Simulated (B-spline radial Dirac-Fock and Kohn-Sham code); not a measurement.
Model: Dirac-Fock (average of configuration) total-energy differences with a finite nucleus, the Breit interaction including its frequency dependence, and self-energy and vacuum-polarisation corrections. Program: a B-spline atomic structure program. Free neutral atoms.

Q: Order these X-ray lines by photon energy, lowest first.
A. Sm Lβ3
B. Eu Lβ4
C. Dy Lβ6
D. Gd Lβ4
E. Cd Lγ2
F. Tm Lβ1

A: E (3948.2 eV), A (6320.0 eV), B (6440.8 eV), D (6689.3 eV), C (7368.3 eV), F (8104.0 eV).

Values without a named source are computed, but for edge energies of neutral atoms, which are taken from tables.
